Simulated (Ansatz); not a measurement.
B2FH3O2 (`OBB(O)F`), relaxed with RKS PBE-D4/def2-SVP in Ansatz from a rough embedded geometry. The force threshold is 0.03 eV/Å; the program also tests the step.

The species carries charge 0 and has multiplicity 1.

Start:

```xyz
8

O     1.353   -0.488    1.021
B     0.462    0.529    0.608
B    -0.682    0.171   -0.535
O    -0.808   -1.077   -1.108
F    -1.576    1.245   -1.016
H     0.896   -0.914    1.869
H     0.557    1.654    1.036
H    -0.201   -1.120   -1.875
```

Task: By how much does the energy fall, and how many steps does the optimiser take? (Estimate.)

Result: Computed: 185.54 kJ/mol, in 11 steps.

Task: Which bonds change most? (Best estimate.)

Result: Ansatz gave: B3–F5 from 1.478 to 1.343 Å; O1–H6 from 1.054 to 0.976 Å; B2–B3 from 1.657 to 1.730 Å; O1–B2 from 1.414 to 1.369 Å.

Task: Give the relaxed structure. (An estimate is asked.)

Result: The calculation gave: 
```xyz
8

O     0.984   -0.690    0.874
B     0.266    0.451    0.641
B    -0.744    0.352   -0.760
O    -0.758   -0.782   -1.517
F    -1.544    1.347   -1.179
H     1.554   -0.639    1.664
H     0.391    1.399    1.405
H    -0.148   -1.438   -1.128
```
